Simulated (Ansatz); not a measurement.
`FC1=C(Cl)[SiH2]1` + H₂S → `FC1=C(S)[SiH2]1` + HCl at 700 K and 1 bar (substitution at a C–Cl bond).

Gas-phase electronic energies from Ansatz, PBE0-D4/def2-TZVP geometries. CBS: MP2 limit from def2 TZ/QZ plus the TZ coupled-cluster correction, frozen cores. This one scheme is used for every species. One conformer a species, not always the lowest.

| species | CCSD(T)/CBS energy (Eh) | H − E (kJ/mol) | S (J/(mol·K)) |
| --- | --- | --- | --- |
| `FC1=C(Cl)[SiH2]1` | -925.86117 | 142.9 | 408.3 |
| H₂S | -398.97279 | 64.8 | 236.9 |
| `FC1=C(S)[SiH2]1` | -864.46619 | 172.3 | 426.9 |
| HCl | -460.38127 | 38.4 | 211.8 |

H − E and S are ideal-gas, rigid-rotor, harmonic terms from PBE0-D4/def2-TZVP, for one conformer and one mirror image of each species. 1 Eh = 2625.50 kJ/mol, R = 8.31446 J/(mol·K).

**Question.** By hand: ΔE, ΔH, ΔS and ΔG.

**Answer.** ΔE = (-864.46619) + (-460.38127) − (-925.86117) − (-398.97279) = -0.01350 Eh = -35.4 kJ/mol. Δ(H − E) = 172.3 + 38.4 − 142.9 − 64.8 = 3.0, so ΔH = -32.4 kJ/mol. ΔS = 426.9 + 211.8 − 408.3 − 236.9 = -6.5 J/(mol·K). ΔG = -32.4 − 700 × (-6.5)/1000 = -27.8 kJ/mol.

**Question.** By hand: the equilibrium constant, and the temperature at which ΔG would vanish if ΔH and ΔS stayed fixed.

**Answer.** log₁₀ K = −ΔG/(RT ln 10) = 2.1. ΔG = 0 at ΔH/ΔS = 4985 K, far beyond where these terms or the molecules hold.

The number of gas molecules stays the same, so ΔS is small and ΔH decides. A doubt of 5 kJ/mol in ΔE shifts log₁₀ K by 0.4 here. Other conformers and mirror images would add mixing entropy, several J/(mol·K) or more a flexible species. These are equilibria of isolated gas molecules and say nothing of rates. Largest T1 diagnostic: 0.014 (customary marks: 0.02 for closed shells, 0.045 for open ones).
